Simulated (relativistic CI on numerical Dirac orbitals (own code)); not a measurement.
## Level scheme of Ga5+

These numbers are calculated, not measured: Dirac-Coulomb-Breit CI, KLI orbitals optimised for each configuration, QED by a radiative potential, valence Slater integrals scaled by 0.85, P86 correlation energy added to each configuration (own radial code, finite nucleus).

CI space (outside the closed core [Ne]): 3s²3p⁶3d⁸, 3s²3p⁶3d⁷4s, 3s²3p⁶3d⁷4p, 3s²3p⁵3d⁹, 3s²3p⁶3d⁷4d, 3s²3p⁶3d⁷5s, 3s²3p⁶3d⁷5p, 3s²3p⁴3d¹⁰, 3s²3p⁶3d⁷4f, 3s²3p⁶3d⁶4s², 3s3p⁶3d⁹, 3s²3p⁶3d⁷5d, 3s²3p⁶3d⁷6s, 3s²3p⁶3d⁷6p, 3s²3p⁶3d⁷5f, 3s²3p⁶3d⁷5g, 3s²3p⁶3d⁶4s4p, 3s²3p⁶3d⁷6d, 3s²3p⁶3d⁶4p², 3s²3p⁶3d⁶4s4d, 3s²3p⁵3d⁸4s, 3s²3p⁶3d⁶4p4d. Levels of other configurations are missing.

The lowest level is 3s²3p⁶3d⁸ ³F4, with 100 % of that term; Hund's rules for 3s²3p⁶3d⁸ give ³F with J = 4, in agreement.

| No. | Configuration | Term | J | E (cm⁻¹) | % | Lifetime (s) | jj configuration (%) |
| --- | --- | --- | --- | --- | --- | --- | --- |
| 1 | 3s²3p⁶3d⁸ | ³F | 4 | 0 | 100 |  | 3d5/2^4 (83) |
| 2 | 3s²3p⁶3d⁸ | ³F | 3 | 3136 | 100 | 1.25e+00 | 3d3/2^3 3d5/2^5 (100) |
| 3 | 3s²3p⁶3d⁸ | ³F | 2 | 5029 | 97 | 4.22e+00 | 3d3/2^2 3d5/2^6 (53) |
| 4 | 3s²3p⁶3d⁸ | ¹D | 2 | 18520 | 76 | 2.29e-01 | 3d5/2^4 (76) |
| 5 | 3s²3p⁶3d⁸ | ³P | 2 | 23810 | 79 | 4.38e-01 | 3d3/2^3 3d5/2^5 (68) |
| 6 | 3s²3p⁶3d⁸ | ³P | 1 | 24348 | 100 | 9.23e-01 | 3d3/2^3 3d5/2^5 (100) |
| 7 | 3s²3p⁶3d⁸ | ³P | 0 | 24787 | 99 | 1.39e+01 | 3d3/2^2 3d5/2^6 (51) |
| 8 | 3s²3p⁶3d⁸ | ¹G | 4 | 32384 | 100 | 2.86e-01 | 3d3/2^3 3d5/2^5 (83) |
| 9 | 3s²3p⁶3d⁸ | ¹S | 0 | 69453 | 99 | 1.96e-02 | 3d5/2^4 (51) |
| 10 | 3d⁷(4F)4s | ⁵F | 5 | 293283 | 99 | 4.60e-03 | 3d5/2^3 4s (56) |
| 11 | 3d⁷(4F)4s | ⁵F | 4 | 295388 | 98 | 5.48e-04 | 3d3/2^3 3d5/2^4 4s (71) |
| 12 | 3d⁷(4F)4s | ⁵F | 3 | 297071 | 99 | 9.20e-04 | 3d3/2^3 3d5/2^4 4s (49) |
| 13 | 3d⁷(4F)4s | ⁵F | 2 | 298276 | 99 | 1.81e-03 | 3d3/2^2 3d5/2^5 4s (57) |
| 14 | 3d⁷(4F)4s | ⁵F | 1 | 299049 | 99 | 4.06e-03 | 3d3/2^2 3d5/2^5 4s (35) |
| 15 | 3d⁷(4F)4s | ³F | 4 | 303145 | 97 | 8.87e-06 | 3d3/2^3 3d5/2^4 4s (49) |
| 16 | 3d⁷(4F)4s | ³F | 3 | 305994 | 98 | 8.75e-06 | 3d3/2^3 3d5/2^4 4s (56) |
| 17 | 3d⁷(4F)4s | ³F | 2 | 307853 | 98 | 8.67e-06 | 3d3/2^2 3d5/2^5 4s (46) |
| 18 | 3d⁷(4P)4s | ⁵P | 3 | 318563 | 99 | 3.16e-03 | 3d3/2^3 3d5/2^4 4s (59) |
| 19 | 3d⁷(4P)4s | ⁵P | 2 | 319081 | 93 | 4.65e-04 | 3d3/2^3 3d5/2^4 4s (44) |
| 20 | 3d⁷(4P)4s | ⁵P | 1 | 320210 | 95 | 6.25e-04 | 3d3/2^3 3d5/2^4 4s (59) |
| 21 | 3d⁷(2G)4s | ³G | 5 | 321654 | 94 | 2.67e-05 | 3d5/2^3 4s (41) |
| 22 | 3d⁷(2G)4s | ³G | 4 | 322672 | 87 | 2.50e-05 | 3d3/2^3 3d5/2^4 4s (44) |
| 23 | 3d⁷(2G)4s | ³G | 3 | 324245 | 99 | 2.75e-05 | 3d3/2^3 3d5/2^4 4s (50) |
| 24 | 3d⁷(2G)4s | ¹G | 4 | 327494 | 81 | 1.26e-05 | 3d3/2^3 3d5/2^4 4s (53) |
| 25 | 3d⁷(4P)4s | ³P | 2 | 327648 | 93 | 7.73e-06 | 3d3/2^3 3d5/2^4 4s (45) |
| 26 | 3d⁷(4P)4s | ³P | 1 | 327975 | 79 | 8.71e-06 | 3d5/2^3 4s (54) |
| 27 | 3d⁷(4P)4s | ³P | 0 | 328959 | 100 | 9.64e-06 | 3d3/2^3 3d5/2^4 4s (94) |
| 28 | 3d⁷(2H)4s | ³H | 6 | 329856 | 100 | 2.36e-05 | 3d3/2^3 3d5/2^4 4s (100) |
| 29 | 3d⁷(2P)4s | ³P | 2 | 330244 | 78 | 1.97e-05 | 3d3/2^2 3d5/2^5 4s (44) |
| 30 | 3d⁷(2H)4s | ³H | 5 | 330955 | 91 | 2.25e-05 | 3d3/2^3 3d5/2^4 4s (76) |
| 31 | 3d⁷(2P)4s | ³P | 1 | 331449 | 77 | 1.48e-05 | 3d3/2^2 3d5/2^5 4s (45) |
| 32 | 3d⁷(2H)4s | ³H | 4 | 332698 | 87 | 2.15e-05 | 3d3/2^2 3d5/2^5 4s (81) |
| 33 | 3d⁷(2D)4s | ³D | 3 | 333139 | 99 | 2.52e-05 | 3d3/2^3 3d5/2^4 4s (47) |
| 34 | 3d⁷(2P)4s | ³P | 0 | 333494 | 100 | 1.29e-05 | 3d3/2^2 3d5/2^5 4s (94) |
| 35 | 3d⁷(2D)4s | ³D | 1 | 334610 | 34 | 1.61e-05 | 3d3/2^2 3d5/2^5 4s (45) |
| 36 | 3d⁷(2D)4s | ³D | 2 | 335026 | 69 | 1.93e-05 | 3d3/2^3 3d5/2^4 4s (43) |
| 37 | 3d⁷(2H)4s | ¹H | 5 | 335832 | 92 | 1.15e-05 | 3d3/2^3 3d5/2^4 4s (49) |
| 38 | 3d⁷(2P)4s | ¹P | 1 | 339157 | 50 | 1.23e-05 | 3d3/2 3d5/2^6 4s (55) |
| 39 | 3d⁷(2D)4s | ¹D | 2 | 340119 | 76 | 1.11e-05 | 3d3/2 3d5/2^6 4s (49) |
| 40 | 3d⁷(2F)4s | ³F | 2 | 353873 | 99 | 2.24e-05 | 3d3/2^3 3d5/2^4 4s (60) |
| 41 | 3d⁷(2F)4s | ³F | 3 | 354229 | 98 | 2.19e-05 | 3d3/2^3 3d5/2^4 4s (62) |
| 42 | 3d⁷(2F)4s | ³F | 4 | 354859 | 99 | 2.21e-05 | 3d3/2^3 3d5/2^4 4s (65) |
| 43 | 3d⁷(2F)4s | ¹F | 3 | 359274 | 98 | 7.68e-06 | 3d3/2^3 3d5/2^4 4s (64) |
| 44 | 3d⁷(2D)4s | ³D | 1 | 386193 | 100 | 1.41e-05 | 3d3/2^3 3d5/2^4 4s (87) |
| 45 | 3d⁷(2D)4s | ³D | 2 | 386624 | 98 | 1.38e-05 | 3d3/2^3 3d5/2^4 4s (66) |

Energies count from the lowest computed level; lifetimes are radiative, by E1, M1, E2 decay to levels of this space only. Percentages are summed over parent terms; the parents shown are those of the largest component, closed shells are left out there. Filled j subshells are mostly left out of the jj labels.

The mean weight of the leading LS term, summed over parents, in these 45 levels is 91 %, and that of the leading jj configuration (from the same eigenvectors) 61 %, so LS coupling describes them better.

At this charge configurations can still be misplaced by up to about 7 % of their energy. 64 of the 69 excited levels that our extract of the measured tables holds in this range could be paired (the sources list more); they are missed by 1525 cm⁻¹ on average and 8653 at most, and levels without a partner can miss by more.

Landé's interval rule says that E(J) − E(J−1) = AJ with one A. For the ground term the intervals give A = -631.0, -784.0 cm⁻¹ for J = 3, 4; the multiplet is inverted.

LS names give the leading component of a level, which can be under half, so a name can repeat, a term be missing and a line seem to break the LS rules.
